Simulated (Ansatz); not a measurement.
`I[SiH]1BC1` + H₂Se → `[SeH][SiH]1BC1` + HI  (ligand exchange at the Si–I bond)

Gas-phase electronic energies from Ansatz, PBE0-D4/def2-TZVP geometries. CCSD(T)/CBS adds triple-zeta CCSD(T) − MP2 to the extrapolated MP2 energy (def2 sets, frozen cores). Functionals use def2-TZVPP. B3LYP here is the variant with VWN-RPA as its local correlation; programs differ in this. Elements past krypton have def2 core potentials. For I, Se outer-core shells are correlated without core-valence functions, which leaves a few kJ/mol of doubt a bond. Scalar relativity is left out up to krypton. One conformer a species, not always the lowest.

Task: Is it downhill or uphill in electronic energy at CCSD(T)/CBS, and by how much? (An estimate is asked.)

Result: Ansatz gave: Uphill: ΔE = +5.7 kcal/mol.

Task: What do these levels give: r2SCAN-D4, B3LYP, BHLYP, HF/def2-SVP, SCS-MP2/def2-TZVPP, SCS-MP2/def2-QZVPP? (An estimate is asked.)

Result: Computed: r2SCAN-D4 5.3, B3LYP 5.0, BHLYP 5.5, HF/def2-SVP 6.3, SCS-MP2/def2-TZVPP 5.2, SCS-MP2/def2-QZVPP 6.0 kcal/mol.

Largest T1 diagnostic among the species: 0.012.

Leaving LDA and LC-ωPBE aside and taking each functional with its dispersion term where it has one, the values, not all of them listed here, spread over 1.2 kcal/mol, from revPBE-D4 to BHLYP-D4. In def2-TZVPP, CCSD(T) changes the Hartree–Fock value by −1.8 kcal/mol (the triples alone add −0.1 kcal/mol) and MP2 by −0.8 kcal/mol. From BLYP to BHLYP (50 % exact exchange), in def2-TZVPP and without D4, ΔE moves by +0.8 kcal/mol.
